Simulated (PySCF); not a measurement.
C₇H₇F₃S, SMILES FC(F)(F)c1ccc(s1)CC, GFN2-xTB optimised geometry.

```
18

C     -2.27    -2.43    -1.39
C     -1.57    -2.31    -0.03
C     -0.65    -1.15     0.00
C      0.71    -1.15     0.00
C      1.27     0.15     0.00
C      0.32     1.12     0.00
C      0.54     2.59    -0.01
F      1.84     2.90     0.08
F      0.08     3.18    -1.13
F     -0.08     3.22     1.01
S     -1.28     0.47    -0.01
H     -2.93    -3.30    -1.40
H     -2.86    -1.54    -1.59
H     -1.54    -2.55    -2.18
H     -1.00    -3.22     0.17
H     -2.33    -2.21     0.75
H      1.30    -2.04     0.00
H      2.33     0.35     0.00
```

Density from PBE0/def2-SVP run with PySCF 2.14.0 at that geometry.

Minimum of the electron density along straight lines between bonded atoms, close to the bond critical point (lines longer than 1.1 times the sum of covalent radii, or with two minima, are not listed):

```
bond    length / Å  ρ at the minimum / e bohr⁻³  ∇²ρ there / e bohr⁻⁵  position (fraction from the first atom)
------  ----------  ---------------------------  --------------------  ---------------------------------------
C1–C2        1.530                        0.239                 -0.54                                     0.50
C2–C3        1.490                        0.258                 -0.61                                     0.48
C3–C4        1.362                        0.322                 -0.81                                     0.51
C4–C5        1.409                        0.298                 -0.74                                     0.50
C5–C6        1.363                        0.318                 -0.79                                     0.49
C6–C7        1.484                        0.277                 -0.72                                     0.47
C7–F8        1.342                        0.275                     …                                     0.34
C7–F9        1.348                        0.273                     …                                     0.34
C7–F10       1.347                        0.274                     …                                     0.34
C3–S11       1.732                        0.212                 -0.44                                     0.46
C6–S11       1.728                        0.212                 -0.45                                     0.47
C1–H12       1.087                        0.277                 -1.02                                     0.63
C1–H13       1.087                        0.277                 -1.02                                     0.63
C1–H14       1.087                        0.278                 -1.02                                     0.63
C2–H15       1.092                        0.277                 -1.01                                     0.63
C2–H16       1.092                        0.276                 -1.01                                     0.63
C4–H17       1.075                        0.284                 -1.09                                     0.63
C5–H18       1.075                        0.286                 -1.12                                     0.64
```

What belongs in the gaps?


- C7–F8, ∇²ρ there / e bohr⁻⁵: -0.24
- C7–F9, ∇²ρ there / e bohr⁻⁵: -0.29
- C7–F10, ∇²ρ there / e bohr⁻⁵: -0.27
